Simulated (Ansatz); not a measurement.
Born–Oppenheimer molecular dynamics of BrH$_{5}$O$_{4}$Ti (11 atoms, charge 0, multiplicity 1). It starts at the highest image of a converged band. Of that band: Beside the main top the profile has a ripple of under 15 meV (maxima at images 2, 7), which may be a very shallow well or noise. A vibrational analysis at the climbing image gives one clearly imaginary mode, 99i cm⁻¹: a first-order saddle point.

Method: Ansatz, RKS PBE/def2-SVP.

* ensemble: NVE (velocity Verlet)
* time step: 0.5 fs
* steps asked: 200
* starting velocities drawn for: 300 K
* seed: 7311

Frames 0.5 fs apart, positions in Å, forces in eV/Å.

Velocities at 40 fs (Å/ps):

```
Ti -0.85 -2.88 -0.68
O -1.25 -0.13 0.45
H 4.98 -15.75 -2.00
O -2.21 -1.41 3.36
H 14.69 17.38 -2.21
O 1.86 2.57 2.30
H -16.54 5.16 -7.17
O -1.15 0.92 -1.21
H 5.84 -5.90 -4.96
Br 0.71 1.35 -0.01
H 19.01 -2.35 -28.80
```

```xyz
11
Properties=species:S:1:pos:R:3:forces:R:3 time_fs=40 energy_less_start_eV=0.157 T=166
Ti -0.206 -0.274 0.085 -1.05 -0.34 1.22
O -0.154 0.396 1.895 -0.34 0.03 -0.08
H -0.842 1.034 2.209 0.38 -0.42 -0.28
O 1.464 -0.773 -0.185 0.82 0.44 -0.29
H 2.030 0.055 -0.195 0.04 -0.48 -0.02
O -0.845 1.093 -0.855 -0.47 0.25 -0.77
H -1.665 1.156 -1.393 0.33 -0.01 0.24
O -1.276 -1.714 0.049 0.04 -0.08 -0.01
H -1.050 -2.601 0.395 -0.05 0.16 -0.12
Br 2.061 2.105 0.986 1.07 0.86 -0.37
H 1.057 1.241 1.666 -0.76 -0.41 0.47
11
Properties=species:S:1:pos:R:3:forces:R:3 time_fs=40.5 energy_less_start_eV=0.180 T=146
Ti -0.206 -0.275 0.085 -1.06 -0.27 1.25
O -0.154 0.396 1.895 -0.09 -0.24 -0.25
H -0.839 1.026 2.208 0.13 -0.17 -0.16
O 1.463 -0.774 -0.183 1.11 0.79 -0.31
H 2.038 0.063 -0.196 -0.23 -0.84 0.00
O -0.845 1.095 -0.854 -0.82 0.28 -1.01
H -1.673 1.159 -1.396 0.69 -0.04 0.48
O -1.277 -1.714 0.049 0.04 -0.25 0.04
H -1.047 -2.604 0.392 -0.08 0.29 -0.17
Br 2.061 2.106 0.986 1.18 0.94 -0.45
H 1.066 1.239 1.652 -0.86 -0.47 0.57
11
Properties=species:S:1:pos:R:3:forces:R:3 time_fs=41 energy_less_start_eV=0.209 T=122
Ti -0.207 -0.277 0.085 -1.06 -0.21 1.26
O -0.155 0.396 1.895 0.20 -0.55 -0.43
H -0.835 1.017 2.206 -0.16 0.11 -0.02
O 1.462 -0.775 -0.182 1.33 1.05 -0.32
H 2.044 0.069 -0.198 -0.45 -1.10 0.02
O -0.844 1.096 -0.853 -1.08 0.29 -1.17
H -1.679 1.161 -1.398 0.96 -0.07 0.66
O -1.278 -1.714 0.048 0.04 -0.38 0.07
H -1.044 -2.606 0.389 -0.11 0.38 -0.20
Br 2.062 2.107 0.986 1.27 1.01 -0.51
H 1.073 1.237 1.640 -0.95 -0.52 0.65
11
Properties=species:S:1:pos:R:3:forces:R:3 time_fs=41.5 energy_less_start_eV=0.235 T=100
Ti -0.207 -0.278 0.084 -1.06 -0.14 1.26
O -0.155 0.396 1.895 0.50 -0.84 -0.60
H -0.833 1.008 2.204 -0.45 0.39 0.12
O 1.462 -0.775 -0.180 1.48 1.21 -0.34
H 2.050 0.073 -0.199 -0.59 -1.27 0.03
O -0.843 1.098 -0.852 -1.22 0.28 -1.26
H -1.683 1.164 -1.399 1.12 -0.09 0.76
O -1.278 -1.713 0.048 0.03 -0.46 0.09
H -1.042 -2.607 0.386 -0.13 0.42 -0.22
Br 2.062 2.107 0.986 1.32 1.05 -0.55
H 1.077 1.233 1.629 -1.00 -0.55 0.70
11
Properties=species:S:1:pos:R:3:forces:R:3 time_fs=42 energy_less_start_eV=0.249 T=88
Ti -0.208 -0.280 0.084 -1.05 -0.06 1.24
O -0.156 0.395 1.896 0.75 -1.09 -0.74
H -0.831 1.001 2.203 -0.70 0.62 0.25
O 1.461 -0.775 -0.179 1.55 1.29 -0.35
H 2.054 0.073 -0.200 -0.67 -1.35 0.04
O -0.843 1.099 -0.852 -1.24 0.26 -1.26
H -1.685 1.166 -1.398 1.15 -0.09 0.78
O -1.279 -1.713 0.047 0.02 -0.49 0.08
H -1.040 -2.607 0.382 -0.13 0.41 -0.22
Br 2.062 2.108 0.986 1.34 1.05 -0.56
H 1.079 1.227 1.619 -1.01 -0.54 0.73
11
Properties=species:S:1:pos:R:3:forces:R:3 time_fs=42.5 energy_less_start_eV=0.247 T=90
Ti -0.209 -0.281 0.084 -1.04 0.01 1.21
O -0.157 0.395 1.895 0.92 -1.25 -0.84
H -0.831 0.995 2.202 -0.86 0.78 0.33
O 1.461 -0.775 -0.177 1.55 1.27 -0.35
H 2.057 0.070 -0.201 -0.67 -1.34 0.04
O -0.843 1.101 -0.851 -1.15 0.21 -1.18
H -1.683 1.168 -1.395 1.07 -0.09 0.72
O -1.279 -1.713 0.046 -0.01 -0.46 0.06
H -1.038 -2.607 0.377 -0.12 0.35 -0.19
Br 2.063 2.109 0.986 1.31 1.02 -0.54
H 1.078 1.221 1.612 -0.99 -0.50 0.73
11
Properties=species:S:1:pos:R:3:forces:R:3 time_fs=43 energy_less_start_eV=0.229 T=105
Ti -0.209 -0.283 0.084 -1.02 0.09 1.17
O -0.157 0.394 1.895 0.97 -1.30 -0.86
H -0.833 0.990 2.202 -0.90 0.82 0.35
O 1.461 -0.775 -0.176 1.47 1.16 -0.35
H 2.058 0.065 -0.201 -0.60 -1.23 0.04
O -0.842 1.102 -0.851 -0.93 0.15 -1.01
H -1.679 1.169 -1.390 0.87 -0.07 0.59
O -1.280 -1.712 0.046 -0.05 -0.39 0.03
H -1.037 -2.605 0.372 -0.10 0.25 -0.16
Br 2.063 2.110 0.986 1.24 0.96 -0.50
H 1.075 1.213 1.606 -0.94 -0.43 0.71
11
Properties=species:S:1:pos:R:3:forces:R:3 time_fs=43.5 energy_less_start_eV=0.199 T=130
Ti -0.210 -0.284 0.084 -1.00 0.17 1.11
O -0.157 0.393 1.895 0.89 -1.23 -0.82
H -0.837 0.988 2.203 -0.80 0.75 0.31
O 1.461 -0.775 -0.174 1.32 0.95 -0.34
H 2.058 0.056 -0.202 -0.46 -1.03 0.03
O -0.843 1.103 -0.851 -0.61 0.07 -0.78
H -1.673 1.171 -1.383 0.56 -0.04 0.39
O -1.280 -1.712 0.045 -0.10 -0.28 -0.02
H -1.036 -2.603 0.367 -0.07 0.10 -0.11
Br 2.064 2.111 0.985 1.15 0.87 -0.44
H 1.070 1.204 1.602 -0.86 -0.34 0.66
11
Properties=species:S:1:pos:R:3:forces:R:3 time_fs=44 energy_less_start_eV=0.168 T=156
Ti -0.211 -0.286 0.084 -0.97 0.25 1.04
O -0.157 0.392 1.895 0.69 -1.06 -0.72
H -0.843 0.987 2.204 -0.59 0.57 0.22
O 1.462 -0.774 -0.173 1.08 0.66 -0.32
H 2.057 0.044 -0.203 -0.25 -0.74 0.02
O -0.843 1.105 -0.851 -0.20 -0.02 -0.48
H -1.665 1.172 -1.376 0.16 0.00 0.13
O -1.281 -1.712 0.045 -0.15 -0.14 -0.07
H -1.034 -2.600 0.361 -0.03 -0.06 -0.05
Br 2.065 2.112 0.985 1.03 0.76 -0.37
H 1.063 1.194 1.600 -0.76 -0.22 0.61
11
Properties=species:S:1:pos:R:3:forces:R:3 time_fs=44.5 energy_less_start_eV=0.146 T=175
Ti -0.212 -0.287 0.085 -0.94 0.33 0.96
O -0.157 0.391 1.894 0.42 -0.82 -0.57
H -0.850 0.988 2.206 -0.30 0.34 0.09
O 1.462 -0.774 -0.172 0.78 0.28 -0.30
H 2.055 0.031 -0.203 0.03 -0.36 0.00
O -0.843 1.107 -0.851 0.27 -0.13 -0.16
H -1.657 1.174 -1.369 -0.30 0.04 -0.17
O -1.282 -1.712 0.044 -0.20 -0.01 -0.12
H -1.033 -2.598 0.355 0.01 -0.22 0.00
Br 2.065 2.112 0.985 0.89 0.64 -0.29
H 1.054 1.184 1.599 -0.65 -0.10 0.55
11
Properties=species:S:1:pos:R:3:forces:R:3 time_fs=45 energy_less_start_eV=0.139 T=181
Ti -0.213 -0.289 0.085 -0.90 0.41 0.87
O -0.157 0.390 1.893 0.12 -0.55 -0.40
H -0.858 0.990 2.208 0.02 0.08 -0.05
O 1.463 -0.773 -0.171 0.41 -0.16 -0.27
H 2.053 0.017 -0.204 0.36 0.07 -0.02
O -0.843 1.108 -0.851 0.73 -0.23 0.17
H -1.650 1.175 -1.362 -0.75 0.08 -0.45
O -1.282 -1.712 0.043 -0.25 0.11 -0.16
H -1.032 -2.596 0.349 0.04 -0.36 0.04
Br 2.066 2.114 0.985 0.75 0.51 -0.21
H 1.043 1.173 1.599 -0.54 0.03 0.49
11
Properties=species:S:1:pos:R:3:forces:R:3 time_fs=45.5 energy_less_start_eV=0.147 T=174
Ti -0.214 -0.290 0.085 -0.84 0.48 0.77
O -0.157 0.388 1.893 -0.16 -0.28 -0.23
H -0.866 0.992 2.211 0.32 -0.17 -0.19
O 1.464 -0.772 -0.170 0.02 -0.61 -0.24
H 2.052 0.003 -0.205 0.70 0.52 -0.04
O -0.843 1.109 -0.851 1.12 -0.32 0.44
H -1.645 1.177 -1.356 -1.13 0.12 -0.69
O -1.283 -1.712 0.043 -0.29 0.18 -0.19
H -1.031 -2.595 0.344 0.06 -0.46 0.07
Br 2.067 2.114 0.985 0.61 0.39 -0.13
H 1.031 1.163 1.600 -0.43 0.15 0.43
```

Of the whole run (100 fs, mean temperature of the second half 160 K): The conserved energy stayed within 0.24 meV per atom of its start (net change 0.15 meV per atom), so the integration is sound. A run of 0.1 ps of so small a system gives no equilibrium averages. The orbitals stay closed-shell, which can raise the energy where a bond breaks towards radicals; this wasn't checked here.

Time of the run: 8 min on 4 threads of Arm Neoverse V1, on a shared host, peak memory 0.24 GiB.
